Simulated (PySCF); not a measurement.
CF2, SMILES F[C]F (connectivity only; charge and spin as stated), neutral, multiplicity 1. Coordinates come from a PBE-D3(BJ)/def2-TZVP optimisation. The isomer is the one that the SMILES or the coordinates give; other isomers of the formula were not compared.

These are PBE-D3(BJ)/def2-TZVP run with PySCF values and carry that method's errors.

Harmonic wavenumbers (cm⁻¹): 639, 1056, 1170. Rotational constants (GHz): 85.07, 12.23, 10.69; symmetry number 2.

Work out the zero-point energy and the ideal-gas rigid-rotor harmonic-oscillator thermochemistry at 298.15 K and 1 atm.

ZPE = ½ Σ hcν = ½ × 2865 cm⁻¹ = 4.10 kcal/mol. H − E(el) = 6.58 kcal/mol. Entropy in cal/(mol K): translation 37.65, rotation 19.52, vibration 0.51, total 57.68. G − E(el) = -10.61 kcal/mol. Cp = 9.44 cal/(mol K).
